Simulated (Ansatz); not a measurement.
```yaml
crystal:
  periodic: [false, false, false]
  atoms:
    - {symbol: B, position_ang: [-0.436709, -1.555161, -0.362368]}
    - {symbol: N, position_ang: [0.212071, -0.576254, -0.294259]}
    - {symbol: C, position_ang: [1.513529, 0.066387, -0.680958]}
    - {symbol: C, position_ang: [1.209806, 1.000478, -1.736845]}
    - {symbol: Si, position_ang: [-0.667766, 0.316039, 1.302363]}
    - {symbol: C, position_ang: [-1.970917, -0.089953, 1.836395]}
    - {symbol: H, position_ang: [-1.596685, -1.775981, -0.256985]}
    - {symbol: H, position_ang: [0.507780, -2.110395, -1.980879]}
    - {symbol: H, position_ang: [2.074218, 0.503442, 0.121492]}
    - {symbol: H, position_ang: [1.766506, -0.871002, -1.357394]}
    - {symbol: H, position_ang: [0.522878, 0.776567, -2.798646]}
    - {symbol: H, position_ang: [2.150060, 1.326845, -2.280559]}
    - {symbol: H, position_ang: [0.613768, 2.025736, -1.557276]}
    - {symbol: H, position_ang: [0.727222, 0.072931, 2.359840]}
    - {symbol: H, position_ang: [-0.203334, 1.998606, 1.169393]}
    - {symbol: H, position_ang: [-2.314383, 0.075536, 1.021416]}
    - {symbol: H, position_ang: [-1.987832, 0.067732, 2.812902]}
    - {symbol: H, position_ang: [-1.558372, -1.091695, 2.390284]}
basis:
  gaussian: {orbitals: STO-3G}
hamiltonian: {xc: {name: B2PLYP}, dispersion: d4}
accuracy: high
output: {forces: true}
```

```sh
$ ansatz run in.yaml --threads 8 --pin off --events-out ev --progress --plain --max-ram 18278MiB
```

Question: How does Ansatz answer? (Best estimate.)

Answer: Computed: The program refused the input.
```
Error: invalid value for `hamiltonian.dispersion`: no damping is tabulated for this functional; type it, or the functional that lends it
```
